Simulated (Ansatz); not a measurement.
Isolated molecules relaxed with PBE0-D4/def2-TZVP in Ansatz; ΔE leaves out vibrations. CCSD(T)/CBS is the MP2 limit (def2-TZVPP, def2-QZVPP) plus CCSD(T) − MP2 in def2-TZVPP, frozen cores. DFT in def2-TZVPP. B3LYP here is the variant with VWN-RPA as its local correlation; programs differ in this. For Ge outer-core shells are correlated without core-valence functions, which leaves a few kJ/mol of doubt a bond. Scalar relativity is left out up to krypton. One conformer a species, not always the lowest.

Reaction (formal exchange of groups at a Ge–Si bond): `O[CH2][GeH2][SiH3]` + `C=C(N)N` → `[NH2][GeH2][CH2]O` + `C=C(N)[SiH3]`

```
             level  ΔE (kJ/mol)  difference from CCSD(T)/CBS
            PBE-D4         -8.1                         13.4
         r2SCAN-D4        -11.6                          9.9
           PBE0-D4         -6.1                         15.4
          B3LYP-D4        -15.8                          5.7
           ωB97X-V        -14.6                          6.9
           ωB97M-V        -18.5                          3.0
            B2PLYP        -19.1                          2.4
               PBE         -5.9                         15.6
            r2SCAN        -11.2                         10.3
              PBE0         -4.4                         17.1
             B3LYP        -12.2                          9.3
     HF/def2-TZVPP        -10.5                         11.0
    MP2/def2-TZVPP        -27.3                         -5.8
SCS-MP2/def2-TZVPP        -27.1                         -5.6
   CCSD/def2-TZVPP        -18.8                          2.7
CCSD(T)/def2-TZVPP        -21.5                          0.0
     HF/def2-QZVPP        -10.9                         10.6
    MP2/def2-QZVPP        -27.4                         -5.9
SCS-MP2/def2-QZVPP        -27.6                         -6.1
      HF/CBS(def2)        -11.0                         10.5
     MP2/CBS(def2)        -27.3                         -5.8
    CCSD/CBS(def2)        -18.8                          2.7
       CCSD(T)/CBS        -21.5                            0
```

Largest T1 diagnostic among the species: 0.012.

The D4 term adds −3.6 kJ/mol with B3LYP and −1.7 kJ/mol with PBE0; it sums over pairs of atoms, weighted by their polarisabilities, and B3LYP, whose exchange is more repulsive, gets the larger term. In def2-TZVPP, CCSD(T) changes the Hartree–Fock value by −11.0 kJ/mol (the triples alone add −2.7 kJ/mol) and MP2 by −16.8 kJ/mol.
